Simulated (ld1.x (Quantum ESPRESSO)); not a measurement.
# Transferability test, ultrasoft potential for holmium (Ho)

ld1.x (Quantum ESPRESSO) 7.5 input, shortened:

```
&input
   title='Ho', zed=67., rel=1, dft='PBE', iswitch=3,
   config='[Xe] 4f11 5d0 6s2 6p0'
 /
 &inputp
   pseudotype=3, tm=.true., lloc=-1, rcloc=3.05,
   nlcc=.true.
 /
8
5S  1  0   2.00   0.00  1.65  1.90  0.0
6S  2  0   2.00   0.00  1.65  1.90  0.0
5P  2  1   6.00   0.00  2.25  2.80  0.0
6P  3  1   0.00   0.00  2.25  2.80  0.0
5D  3  2   0.00   0.00  3.30  3.75  0.0
5D  3  2   0.00   2.85  3.30  3.75  0.0
4F  4  3  11.00   0.00  0.90  1.20  0.0
4F  4  3   0.00   3.95  0.90  1.20  0.0
 &test
   configts(1)='4f11 5s2 5p6 5d0 6s2 6p0'
 /
```

Energies are relative to the spin-unpolarised reference configuration 4f11 5s2 5p6 5d0 6s2 6p0; without spin polarisation the order of configurations can differ from experiment. Not all tests gave a result: test run stopped at test 7 of 7 (negative rho), 1 before it not solved. Left out of the table: 4f10 5s2 5p6 5d0 6s0 6p0 (solver errors, printed error -3719 eV). The frozen-core shift is the all-electron ΔE with the core orbitals held at their reference shape minus the fully relaxed ΔE.

| valence configuration | charge | ΔE all-electron (eV) | error AE − PS (meV) | frozen-core shift (meV) |
| --- | --- | --- | --- | --- |
| 4f11 5s2 5p6 5d0 6s1 6p0 | +1 | 6.309 | +589 | +3.3 |
| 4f11 5s2 5p6 5d1 6s1 6p0 | 0 | 2.789 | +921 | +1.9 |
| 4f10 5s2 5p6 5d0 6s2 6p0 | +1 | 10.337 | -1525 | n/a |
| 4f11 5s2 5p6 5d0 6s0 6p1 | +1 | 9.840 | +880 | +4.8 |

Question: What are ΔE and the potential's error for 4f11 5s2 5p6 5d0 6s0 6p0?

Answer: ΔE = 18.119 eV all-electron; the error (AE − PS) is +1731 meV.

Levels in the configuration 4f10 5s2 5p6 5d0 6s2 6p0:

```json
{"level": "4f", "all-electron (eV)": "-18.141", "pseudo (eV)": "-20.002"}
{"level": "5s", "all-electron (eV)": "-63.223", "pseudo (eV)": "-64.958"}
{"level": "5p", "all-electron (eV)": "-37.776", "pseudo (eV)": "-39.324"}
{"level": "6s", "all-electron (eV)": "-10.566", "pseudo (eV)": "-9.451"}
```

A Bessel basis up to 400 Ry misses an occupied level by 0.45 Ry, so cutoffs and ghosts were not judged. The potential misses its own reference levels by up to 1.2 eV, so it is not fit for use.
